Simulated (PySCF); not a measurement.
**Static response to an electric field**

Compound: C5H7NS2.
Cartesian coordinates in Å at the GFN2-xTB level; atoms count from 1:
```xyz
15
C5H7NS2 angstrom
N      2.4399    0.9088   -1.3743
C      2.1159    0.2675   -0.4837
C      1.6088   -0.5101    0.6030
S      0.5852   -1.8888   -0.0412
C     -0.6978   -0.8984   -0.8791
C     -1.4618   -0.0033    0.0856
C     -0.6141    1.1418    0.6197
S      0.6857    0.5683    1.7641
H      2.4138   -0.9672    1.1799
H     -0.2159   -0.3170   -1.6674
H     -1.3592   -1.6371   -1.3296
H     -2.3179    0.4220   -0.4455
H     -1.8371   -0.6002    0.9206
H     -1.2172    1.8263    1.2145
H     -0.1328    1.6955   -0.1885
```

Level: PBE0/def2-SVPD (PySCF), static field, nuclei fixed, core orbitals frozen in the response. The polarisability tensor in these axes (au):

```
x   100.26   0.90  -1.25
y     0.90  97.88   2.75
z    -1.25   2.75  96.25
```

Task: What are the eigenvalues, a third of the trace, and Δα (Δα² = ½Σ(αi − αj)² over the three pairs)?

Result: Principal values 93.83, 99.93 and 100.63 au; mean 98.13 au = 14.54 Å³ = 16.18 × 10⁻⁴⁰ C²·m²/J; Δα = 6.48 au (7 % of the mean).

Task: What is the dipole moment, and where does it point?

Result: (-2.97, -0.62, 1.01) D, 3.20 D in size, pointing from the negative to the positive side. Measured along this direction, the outermost atoms are N1 at the negative end and H13 at the positive end.

Task: In a dilute gas of rigid molecules at 250 K, how does the orientational term μ²/3kT compare with the electronic polarisability?

Result: In Gaussian units μ²/3kT = 98.72 Å³ against 14.54 Å³, a ratio of 6.79; the Debye molar polarisation (4π/3)N_A(α + μ²/3kT) is 285.7 cm³/mol, leaving out the vibrational part.

Task: Molar refractivity from α?

Result: Lorentz–Lorenz: R = (4π/3)N_A α = 2.5225 cm³/(mol·Å³) × 14.54 Å³ = 36.7 cm³/mol, in the limit of long wavelengths.

Task: What would n − 1 = 2πNα be for an ideal gas of these molecules at 298.15 K and 1 atm, electronic part alone?

Result: N = p/kT = 2.4615 × 10¹⁹ cm⁻³, so n − 1 = 2π × N × 14.54 × 10⁻²⁴ cm³ = 2249 × 10⁻⁶ at long wavelengths, for an ideal gas.

Geometry: GFN2-xTB, one conformer, isolated molecule.

The run behind these numbers computed excited states as well. On x86-64 server, one thread (shared host), this took 41 s of wall time (grids of density and orbitals included).
